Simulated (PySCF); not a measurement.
A calculated (r2SCAN, PySCF 2.14, ANO-RCC-VTZP, the spin-free X2C one-electron Hamiltonian (Gaussian nucleus)) atom or ion has these occupied shells.

| shell | electrons | orbital energy (eV) | rms radius, mean of both spins (bohr) |
| --- | --- | --- | --- |
| 1s α | 1 | -78242.5 | 0.0194 |
| 1s β | 1 | -78242.5 | 0.0194 |
| 2s α | 1 | -13793.9 | 0.0782 |
| 2s β | 1 | -13793.6 | 0.0782 |
| 2p α | 3 | -12007.2 | 0.0716 |
| 2p β | 3 | -12006.9 | 0.0716 |
| 3s α | 1 | -3271.9 | 0.200 |
| 3s β | 1 | -3271.8 | 0.200 |
| 3p α | 3 | -2746.1 | 0.202 |
| 3p β | 3 | -2746.0 | 0.202 |
| 3d α | 5 | -2151.5 | 0.184 |
| 3d β | 5 | -2151.3 | 0.184 |
| 4s α | 1 | -729.20 | 0.441 |
| 4s β | 1 | -728.90 | 0.441 |
| 4p α | 3 | -554.91 | 0.470 |
| 4p β | 3 | -554.64 | 0.470 |
| 4d α | 5 | -336.09 | 0.503 |
| 4d β | 5 | -335.77 | 0.503 |
| 5s α | 1 | -129.12 | 1.01 |
| 5s β | 1 | -126.86 | 1.01 |
| 4f α | 7 | -96.294 | 0.569 |
| 4f β | 7 | -95.813 | 0.569 |
| 5p α | 3 | -83.266 | 1.16 |
| 5p β | 3 | -80.439 | 1.16 |
| 5d α | 5 | -30.123 | 1.64 |
| 5d β | 2 | -27.794 | 1.64 |
| 6s α | 1 | -24.526 | 2.62 |

(1) Name the element and its charge.

Results:

(1) Pt²⁺ (platinum, charge +2), in [Xe] 4f14 5d7 6s1, high-spin 5F determinant (an excited configuration).
